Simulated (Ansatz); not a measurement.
System: C4H9F3OSi, net charge 0, singlet state. SMILES: CC(C)(C)O[Si](F)(F)F
Coordinates optimised at B3LYP-D3(BJ)/def2-TZVP (Ansatz, a program for electronic structure):
```
C
O 1 1.4568
C 1 1.5221 2 105.31
H 3 1.0900 1 110.25 2 58.24
H 3 1.0902 4 108.49 1 121.03
H 3 1.0908 4 108.66 5 117.94
C 1 1.5242 2 107.65 3 118.95
H 7 1.0901 1 110.24 2 -57.11
H 7 1.0904 8 108.60 1 -121.58
H 7 1.0910 8 108.53 9 -117.58
C 1 1.5252 2 109.67 3 -119.68
H 11 1.0902 1 110.75 2 57.15
H 11 1.0906 12 108.40 1 -120.78
H 11 1.0920 12 108.72 13 -116.77
Si 2 1.5925 1 132.78 3 157.14
F 15 1.5748 2 108.64 1 165.55
F 15 1.5809 16 107.45 2 -122.62
F 15 1.5832 16 108.10 17 -114.39
```
Charge 0, spin multiplicity 1.

Computed values are from Ansatz. Valence correlation only, unless marked. UHF or UKS for open shells. No spin-orbit coupling. Non-relativistic. CBS(X,Y): correlation extrapolated as X^-3; Hartree-Fock from the larger set. The bracket is a focal-point correction in the basis named.

**Question.** What is the T1 diagnostic at CCSD/cc-pV(T+d)Z?

**Answer.** 0.011.

**Question.** What is the dipole moment at CCSD(T)/aug-cc-pV(D+d)Z?

**Answer.** 3.18 D.

**Question.** What is the total energy at RI-MP2/CBS(cc-pV(T+d)Z,cc-pV(Q+d)Z)+[CCSD(T)-MP2]/cc-pV(T+d)Z?

**Answer.** -821.5310 Eh.

**Question.** What is the atomisation energy De at RI-MP2/CBS(cc-pV(T+d)Z,cc-pV(Q+d)Z)+[CCSD(T)-MP2]/cc-pV(T+d)Z?

**Answer.** 7672.2 kJ/mol.
